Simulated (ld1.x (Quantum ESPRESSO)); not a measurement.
Scattering properties, ultrasoft potential for Tc (Z = 43)

technetium, ultrasoft, made with ld1.x (Quantum ESPRESSO) 7.5 (LDA (PZ), scalar-relativistic). Core [Ar] 3d10, reference 4s2 4p6 4d5 5s1 5p0 (charge +1). Waves: 4s (bound): rcut 1.35, rcutus 1.50 bohr; 5s (bound): rcut 1.35, rcutus 1.50 bohr; 4p (bound): rcut 1.55, rcutus 1.75 bohr; 5p (bound, empty): rcut 1.55, rcutus 1.75 bohr; 4d (bound): rcut 1.15, rcutus 1.40 bohr; 4d channel at 1.65 Ry: rcut 1.15, rcutus 1.40 bohr. Local part: all-electron potential smoothed inside 1.35 bohr (lloc = -2). Core correction: a·sin(br)/r model core inside 1.45 bohr. Augmentation charge: built from norm-conserving waves at rcut, not smoothed further.

The phase is arctan(r·u′/u) with u = r·R(r), unwrapped; energies in Ry, scanned from -8 to 5 Ry. A pole is an energy at which the radial function vanishes at the test radius. The pseudo phase is shifted by a multiple of π to meet the all-electron one at the reference energy, and phase errors are pseudo minus all-electron; the curves can meet again beyond the range given. Levels narrower than the energy grid can be missing from the lists of poles. n/a: not evaluated, since a narrow level or a reset projector energy made the automatic matching unsafe.

Problem. For each channel, where are the poles, and over which energies does the pseudopotential scatter like the atom?

Solution.

```
channel  radius (bohr)  reference energy (Ry)  poles, all-electron  poles, pseudo  unbroken range about the reference energy with phases within 0.05 rad  phase error 1 Ry above the reference energy (rad)
      s           1.91                  -0.86                -5.53          -5.54                                                                    n/a                                                n/a
      p           1.91                  -0.52                -3.18   -3.23, -1.51                                       not even at the reference energy                                             +0.186
      d           1.91                  -1.05                 0.61           0.57                                       not even at the reference energy                                             -0.009
```

A Bessel basis up to 400 Ry misses an occupied level by 0.78 Ry, so cutoffs and ghosts were not judged. The potential misses its own reference levels by up to 1.6 eV, so it is not fit for use.

Phases in the s channel:

| E (Ry) | all-electron | pseudo |
| --- | --- | --- |
| -8.00 | 1.284 | 4.439 |
| -7.52 | 1.240 | 4.396 |
| -7.04 | 1.147 | 4.306 |
| -6.56 | 0.803 | 3.943 |
| -6.08 | -1.083 | 1.988 |
| -5.60 | -1.547 | 1.589 |
| -5.12 | -1.658 | 1.492 |
| -4.64 | -1.713 | 1.445 |
| -4.16 | -1.751 | 1.415 |
| -3.68 | -1.783 | 1.391 |
| -3.20 | -1.813 | 1.369 |
| -2.72 | -1.845 | 1.349 |
| -2.24 | -1.881 | 1.327 |
| -1.76 | -1.924 | 1.303 |
| -1.28 | -1.979 | 1.256 |
| -0.80 | -2.052 | -1.850 |
| -0.32 | -2.156 | -1.895 |
| 0.16 | -2.316 | -1.932 |
| 0.64 | -2.575 | -1.975 |
| 1.12 | -2.987 | -2.027 |
| 1.60 | -3.491 | -2.092 |
| 2.08 | -3.894 | -2.178 |
| 2.56 | -4.147 | -2.295 |
| 3.04 | -4.303 | -2.459 |
| 3.52 | -4.404 | -2.690 |
| 4.00 | -4.475 | -2.999 |
| 4.48 | -4.527 | -3.352 |
| 4.96 | -4.567 | -3.673 |
